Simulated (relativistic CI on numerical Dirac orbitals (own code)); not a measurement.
Radial parameters of Tm19+

Computed by Dirac-Coulomb-Breit CI, separate exchange-only KLI orbitals for each configuration, a model potential for QED, unscaled Slater integrals (own radial code, finite nucleus).

Slater integrals F^k, G^k are unscaled and averaged over j, outside the closed core [Ar] 3d10 4p6 4d10; ζ comes from projecting the Hamiltonian with its Breit term on Σ l·s of the shell.

- 4s²4f⁴: F^2(4f,4f) = 190110, F^4(4f,4f) = 122810, F^6(4f,4f) = 89442, ζ(4f) = 4197.6 cm⁻¹; <r>(4f) = 0.5398, <r^2>(4f) = 0.3384 (bohr units).
- 4s²4f³5s: F^2(4f,4f) = 192780, F^4(4f,4f) = 124630, F^6(4f,4f) = 90803, ζ(4f) = 4346.9, G^3(4f,5s) = 31272 cm⁻¹; <r>(4f) = 0.5334, <r^2>(4f) = 0.3304, <r>(5s) = 0.9397, <r^2>(5s) = 0.9829 (bohr units).
- 4s²4f²5s²: F^2(4f,4f) = 195790, F^4(4f,4f) = 126700, F^6(4f,4f) = 92352, ζ(4f) = 4498.5 cm⁻¹; <r>(4f) = 0.5265, <r^2>(4f) = 0.3215 (bohr units).

Averages of the first 10 configurations, taken without configuration mixing, which lowers the lowest level and can move excited configurations by several eV; other configurations of the list can lie among them:

| Configuration | Parity | States | Average energy above the lowest level (eV) |
| --- | --- | --- | --- |
| 4s²4f⁴ | even | 1001 | 11.9 |
| 4s²4f³5s | odd | 728 | 50.7 |
| 4s²4f²5s² | even | 91 | 97.3 |
| 4s²4f³5p | even | 2184 | 94.6 |
| 4s²4f²5s5p | odd | 1092 | 138.9 |
| 4s²4f²5p² | even | 1365 | 185.3 |
| 4s²4f²5s5d | even | 1820 | 202.6 |
| 4s²4f³5d | odd | 3640 | 156.1 |
| 4s²4f²5p5d | odd | 5460 | 247.0 |
| 4s²4f³5f | even | 5096 | 221.6 |
